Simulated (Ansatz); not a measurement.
Input for Ansatz (a quantum-chemistry and plane-wave program): R-CAM-B3LYP/def2-TZVPPD on N2 (SMILES N#N). Files ending in .json are basis or fitting sets from the Basis Set Exchange.

Ansatz 0.2 input:
```yaml
crystal:
  periodic: [false, false, false]
  atoms:
    - {symbol: N, position_ang: [-0.34839498, 0.36281176, -0.32613753]}
    - {symbol: N, position_ang: [0.36657889, -0.35850908, 0.07092464]}
basis:
  gaussian:
    orbitals: def2-TZVPPD.json
hamiltonian:
  xc: {name: CAM-B3LYP}
scf: {lower_state_search: off}
```

The log:

```
WARN ansatz: RAYON_NUM_THREADS=1 ignored (pool sized by the plan → 1); use --threads N
Functional definition: CAM-B3LYP
these checks for a lower state are left out or cut short: stability, starts, cluster_reference, orbital_swaps, neighbouring_geometries, increment
integrals: 0.01 GiB planned
358 factors; their error is unknown
integrals: 0.04 GiB planned
94 factors; integrals over basis functions are off by at most 4.0e-5 eV
mean field: 0.14 GiB planned
mean field evaluation 1: about -2979.7426 eV, gradient 2.0e1 eV
mean field evaluation 2: about -2980.2436 eV, gradient 1.1e1 eV
mean field evaluation 4: about -2980.4508 eV, gradient 7.4e-2 eV
mean field evaluation 8: about -2980.4613 eV, gradient 1.3e-4 eV
mean field -2980.46128844 eV, -109.5299321211 hartree, gradient 3.5e-7 eV, S^2 0.000000; 0 other end points of the search recorded, 0 dependent functions left out
reference -2980.46135429 eV, -109.5299345410 hartree; 7, 7 occupied and 67, 67 virtual orbitals, 358 factors
Total energy: -2980.46135429 eV, -109.5299345410 hartree
Checks for a lower state left out: stability, starts, cluster_reference, orbital_swaps, neighbouring_geometries, increment
```

Self-consistency was reached.

Cost: around 0.5 core-seconds (rough).
